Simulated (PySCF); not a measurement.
Species: C6H9F2 (doublet state).
Numbering: `[CH3:1][CH:2][C@@H:3]1[CH2:4][C@@H:5]1[CH:6]([F:7])[F:8]` (hydrogens: H9, H10, H11 on C1; H12 on C2; H13 on C3; H14, H15 on C4; H16 on C5; H17 on C6)

Cartesian coordinates in Å at the GFN2-xTB level; atoms count from 1:
```xyz
17
C6H9F2 angstrom
C     -2.398   -0.603    0.505
C     -0.963   -0.646    0.148
C     -0.332    0.375   -0.644
C      0.902    0.086   -1.474
C      1.036    0.988   -0.290
C      1.793    0.519    0.914
F      3.134    0.683    0.736
F      1.480    1.262    2.007
H     -2.532   -0.680    1.587
H     -2.938   -1.449    0.067
H     -2.862    0.317    0.160
H     -0.388   -1.493    0.483
H     -1.024    1.100   -1.059
H      0.976    0.522   -2.458
H      1.328   -0.903   -1.397
H      1.155    2.050   -0.464
H      1.624   -0.537    1.168
```

The hyperfine couplings belong to this conformer and change with its torsions.

Computed with PySCF, UKS B3LYP, pcH-1 on C F H, non-relativistic, mean-field spin-orbit, GIAO. The structure is a single GFN2-xTB conformer in the gas phase; no vibrational or solvent corrections. A GFN2-xTB geometry isn't a minimum of the functional, and hyperfine couplings can be far from their values at a DFT geometry. No stability test was run, so a lower SCF solution isn't excluded.

Mulliken spin populations: C1 -0.082, C2 +0.969, C3 -0.107, C4 +0.066, C5 +0.104, C6 -0.003, F7 +0.002, F8 0.000, H9 +0.040, H10 +0.046, H11 +0.002, H12 -0.043, H13 +0.003, H14 +0.002, H15 -0.001, H16 +0.001, H17 +0.002.

(1) Give the computed dipolar 1H tensors of H9, H10, H11, H13, H14, H15, H16, H17.

(2) Estimate them with point dipoles: put each population ρk at its nucleus, leave out the nucleus itself and the atom bound to it, and sum T = Σ [ρk/(2S)]·C·(3 n nᵀ − 1)/r³ with C = μ0 gₑ μB g_N μN/(4π h) = 79.06 MHz Å³.

(3) If all the spin sat on C2, T∥ = 2C/r³. What distance does the computed T3 of H17 then imply?

Results:

(1) 
```tsv
atom	position	distance from C2 (Å)	T1 (MHz)	T2	T3
H9	β, 2 bonds from C2	2.13	-5.01	-3.50	8.51
H10	β, 2 bonds from C2	2.13	-5.08	-3.59	8.68
H11	β, 2 bonds from C2	2.13	-4.41	-3.55	7.96
H13	β, 2 bonds from C2, on C3 of spin population -0.11	2.12	-4.22	-2.87	7.09
H14	γ, 3 bonds from C2	3.45	-4.23	-1.51	5.75
H15	γ, 3 bonds from C2	2.78	-5.17	-1.20	6.37
H16	γ, 3 bonds from C2, on C5 of spin population +0.10	3.48	-5.70	-1.65	7.35
H17	4 bonds from C2	2.78	-3.53	-2.14	5.67
```

(2) 
```tsv
atom	T1 (MHz)	T2	T3	T3, computed	difference in T3 (%)
H9	-8.44	-6.65	15.09	8.51	+77
H10	-8.30	-6.76	15.06	8.68	+74
H11	-7.92	-6.93	14.85	7.96	+87
H13	-8.56	-6.10	14.66	7.09	+107
H14	-1.95	-0.72	2.66	5.75	-54
H15	-3.68	-1.95	5.63	6.37	-12
H16	-1.62	-0.78	2.40	7.35	-67
H17	-3.83	-2.16	6.00	5.67	+6
```

In T3 the estimate is closest for H17 (+6 %, 2.78 Å from C2) and worst for H13 (+107 %, 2.12 Å).

(3) r = (2 × 79.06/5.67)^(1/3) = 3.03 Å, against 2.78 Å in the structure.
